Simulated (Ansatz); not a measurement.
Geometry optimisation, UKS PBE/6-31G in Ansatz.

The input (input.yaml):

```yaml
crystal:
  periodic: [false, false, false]
  atoms:
    - { symbol: F, position_ang: [0.0141, -1.5478, 2.5573] }
    - { symbol: Si, position_ang: [1.3774, -1.3548, 1.64] }
    - { symbol: C, position_ang: [1.4279, 0.3503, 0.8603] }
    - { symbol: Al, position_ang: [-0.0056, 0.6024, -0.3661] }
    - { symbol: C, position_ang: [-1.2032, 1.5455, -1.6648] }
    - { symbol: Si, position_ang: [-2.0796, -0.0741, -1.4837] }
    - { symbol: H, position_ang: [1.4265, -2.3699, 0.5857] }
    - { symbol: H, position_ang: [2.5821, -1.5247, 2.5141] }
    - { symbol: H, position_ang: [1.424, 1.1345, 1.715] }
    - { symbol: H, position_ang: [2.4103, 0.4552, 0.3302] }
    - { symbol: H, position_ang: [-1.7852, 2.4066, -1.2053] }
    - { symbol: H, position_ang: [-0.7271, 1.7245, -2.6269] }
    - { symbol: H, position_ang: [-3.1557, -0.2072, -0.4561] }
    - { symbol: H, position_ang: [-1.7189, -1.17, -2.3708] }
magnetization:
  spin_polarized: true
basis:
  gaussian: { orbitals: "6-31G" }
hamiltonian:
  xc: pbe
relax:
  f_tol: 0.02
  max_steps: 50
```

Launched with:

```bash
$ ansatz run input.yaml --threads 2 --pin off --max-ram 3072MiB --backend cpu --events-out ev --progress --plain --runs-dir out
```

Question: Where does it end, and by what steps?

Answer: The forces met the threshold. The force dipped under the threshold on the way, but the program's further checks kept it going. Limits of this set-up: no polarisation functions. After 23 steps the energy has fallen by 1.429 eV; H9 moved furthest, 1.77 Å. Joined: F1–Al4 (3.63 → 2.05 Å).

```json
{"step": "0", "energy less start (eV)": "0.0000", "largest force component (eV/Å)": "2.462", "accepted": "yes"}
{"step": "1", "energy less start (eV)": "-0.6897", "largest force component (eV/Å)": "1.364", "accepted": "yes"}
{"step": "2", "energy less start (eV)": "-0.8768", "largest force component (eV/Å)": "1.218", "accepted": "yes"}
{"step": "3", "energy less start (eV)": "-0.9386", "largest force component (eV/Å)": "0.514", "accepted": "yes"}
{"step": "4", "energy less start (eV)": "-0.9702", "largest force component (eV/Å)": "0.154", "accepted": "yes"}
{"step": "5", "energy less start (eV)": "-0.9825", "largest force component (eV/Å)": "0.259", "accepted": "yes"}
{"step": "6", "energy less start (eV)": "-0.9929", "largest force component (eV/Å)": "0.198", "accepted": "yes"}
{"step": "7", "energy less start (eV)": "-1.0016", "largest force component (eV/Å)": "0.184", "accepted": "yes"}
{"step": "8", "energy less start (eV)": "-1.0115", "largest force component (eV/Å)": "0.174", "accepted": "yes"}
{"step": "9", "energy less start (eV)": "-1.0275", "largest force component (eV/Å)": "0.324", "accepted": "yes"}
{"step": "10", "energy less start (eV)": "-1.0417", "largest force component (eV/Å)": "0.414", "accepted": "yes"}
{"step": "11", "energy less start (eV)": "-1.0654", "largest force component (eV/Å)": "0.439", "accepted": "yes"}
{"step": "12", "energy less start (eV)": "-1.1113", "largest force component (eV/Å)": "0.335", "accepted": "yes"}
{"step": "13", "energy less start (eV)": "-1.1822", "largest force component (eV/Å)": "0.196", "accepted": "yes"}
{"step": "14", "energy less start (eV)": "-1.2790", "largest force component (eV/Å)": "0.323", "accepted": "yes"}
{"step": "15", "energy less start (eV)": "-1.3496", "largest force component (eV/Å)": "0.349", "accepted": "yes"}
{"step": "16", "energy less start (eV)": "-1.3730", "largest force component (eV/Å)": "0.557", "accepted": "yes"}
{"step": "17", "energy less start (eV)": "-1.4073", "largest force component (eV/Å)": "0.137", "accepted": "yes"}
{"step": "18", "energy less start (eV)": "-1.4133", "largest force component (eV/Å)": "0.107", "accepted": "yes"}
{"step": "19", "energy less start (eV)": "-1.4203", "largest force component (eV/Å)": "0.056", "accepted": "yes"}
{"step": "20", "energy less start (eV)": "-1.4263", "largest force component (eV/Å)": "0.085", "accepted": "yes"}
{"step": "21", "energy less start (eV)": "-1.4279", "largest force component (eV/Å)": "0.053", "accepted": "yes"}
{"step": "22", "energy less start (eV)": "-1.4290", "largest force component (eV/Å)": "0.018", "accepted": "yes"}
{"step": "23", "energy less start (eV)": "-1.4292", "largest force component (eV/Å)": "0.018", "accepted": "yes"}
```

```xyz
14
Properties=species:S:1:pos:R:3
F -0.259 -0.764 1.659
Si 1.558 -0.969 1.886
C 1.910 -0.183 0.227
Al -0.085 0.033 -0.221
C -1.410 1.429 -0.696
Si -1.872 -0.193 -1.793
H 1.740 -2.456 2.048
H 1.841 -0.208 3.157
H 2.419 0.792 0.289
H 2.426 -0.842 -0.487
H -2.177 1.720 0.041
H -1.103 2.309 -1.284
H -3.256 -0.751 -1.509
H -1.744 0.054 -3.289
```

Time of the run: 100 s on 2 threads of Arm Neoverse V2, on a shared host, peak memory 0.19 GiB.
